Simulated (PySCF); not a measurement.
## How methods differ on the excitation energy of Sc+

Sc+ [Ar] 3d1 4s1 (3D) → Sc+ [Ar] 3d2 (3F), as a difference of total energies. Computed with PySCF 2.14 in def2-QZVPPD (11s6p5d3f2g, 93 functions), with no relativity, point nucleus. Correlated levels: valence and next inner shell: [Ne] frozen. The calculations carry no spin-orbit coupling.

| method | excitation energy (eV) |
| --- | --- |
| UHF | 0.760 |
| MP2 (valence and next inner shell) | 0.611 |
| SCS-MP2 (valence and next inner shell) | 0.634 |
| CCSD (valence and next inner shell) | 0.642 |
| CCSD(T) (valence and next inner shell) | 0.648 |

Problem. How much does correlation contribute at CCSD(T) (valence and next inner shell)?

Solution. 0.648 − (0.760) = -0.112 eV, measured against UHF.

These non-relativistic numbers lack the scalar-relativistic shift.

Errors of the correlated levels include the incompleteness of this basis and the frozen core.

For comparison: 0.596 eV (measured; NIST levels, between the centres of gravity of the two terms).
